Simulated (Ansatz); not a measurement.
Species: C2H6AlF, net charge 0, singlet state. 
Structure (B3LYP-D3(BJ)/def2-TZVP (Ansatz, a program for electronic structure) minimum search):
```xyz
10

C      1.6556    -0.9523     0.2776
Al     0.0033     0.0335    -0.0176
C     -1.7991    -0.5010     0.4869
F      0.1482     1.5011    -0.7896
H      1.4951    -1.8882     0.8165
H      2.1406    -1.1919    -0.6733
H      2.3718    -0.3534     0.8474
H     -2.2367     0.2181     1.1856
H     -1.8282    -1.4855     0.9583
H     -2.4585    -0.5250    -0.3854
```
Charge 0, spin multiplicity 1.

Basis-set convergence of Hartree-Fock and MP2 correlation energies (hartree) with Ansatz. Correlated levels leave the core frozen unless marked. Spin-orbit coupling is left out. Non-relativistic.

| basis | functions | E(HF) | E(corr, MP2) |
|---|---|---|---|
| cc-pV(D+d)Z | 95 | -420.68887 | -0.54589 |
| cc-pV(T+d)Z | 213 | -420.76117 | -0.69296 |
| cc-pV(Q+d)Z | 409 | -420.77894 | -0.74494 |

Extrapolating the two largest sets (X = 3 and 4) as X^-3: E(corr) = (64·(-0.74494) - 27·(-0.69296))/37 = -0.7829 Eh, an estimate of the basis-set limit. The largest set recovers 95.2 % of it, the smallest 69.7 %.
